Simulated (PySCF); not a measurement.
Compound: C5H7ClSSi.
Numbering: `[Cl:1][SiH2:2][S:3][C:4]1=[CH:5][CH:6]=[CH:7][CH2:8]1`

Probes without a nucleus sit at each ring's centroid and 1 Å off its mean plane on both sides; NICS is minus the shielding there, NICSzz its component along the normal. Level: GIAO PBE0/pcSseg-1 (PySCF, non-relativistic, gas phase) on the GFN2-xTB geometry, one conformer.

Ring bond lengths (Å), with Mayer bond orders in brackets: C4–C5 1.346 (1.65), C5–C6 1.444 (1.12), C6–C7 1.340 (1.77), C7–C8 1.492 (1.06), C8–C4 1.498 (1.04).

What do the NICS probes read (ppm)?

| ring | type | NICS(0) | NICS(1), two faces | NICS(1)zz, two faces | rms pucker (Å) | centre to ring atoms, mean (Å) |
| --- | --- | --- | --- | --- | --- | --- |
| C4–C5–C6–C7–C8 | 5-membered carbocycle; formal bonds 2 double, 3 single | -2.6 | -4.8 / -4.9 | -8.8 / -8.6 | 0.00 | 1.21 |

What can be read from them?

- C4–C5–C6–C7–C8: mean NICS(1)zz -8.7 ppm, shielded. C8 has four or more neighbours; no verdict on aromaticity is drawn.

List the ring angles and the Hirshfeld charges of the ring atoms.

- C4–C5–C6–C7–C8: C4 109.7° (-0.019 e), C5 108.7° (-0.076 e), C6 109.8° (-0.057 e), C7 109.4° (-0.055 e), C8 102.4° (-0.074 e); sum 540.0° against 540° for a flat convex ring.

What are the shieldings of the ring atoms and their hydrogens in the same run (means over atoms taken as equivalent)?

```
       atoms                      environment  σ isotropic (ppm)  principal values of the symmetric part, first atom (ppm)
          C4  fully substituted alkene carbon               41.0                                        -52.5, 42.6, 133.0
          C5                 alkene CH carbon               52.1                                        -40.2, 55.9, 140.6
          C6                 alkene CH carbon               46.1                                        -55.6, 49.9, 144.1
          C7                 alkene CH carbon               47.9                                        -54.6, 47.5, 150.7
          C8                   allylic carbon              137.0                                       124.4, 128.1, 158.5
     H on C5                 vinylic hydrogen              25.24                                          21.8, 24.7, 29.2
     H on C6                 vinylic hydrogen              25.02                                          23.4, 24.9, 26.8
     H on C7                 vinylic hydrogen              25.11                                          23.7, 25.7, 25.9
H on C8 (×2)               methylene hydrogen              28.57                                          23.4, 28.2, 34.1
```

Shape of the structure used: `[Cl:1][SiH2:2][S:3][C:4]1=[CH:5][CH:6]=[CH:7][CH2:8]1`: Cl1–Si2–S3–C4 -64°, Si2–S3–C4–C5 -1°.
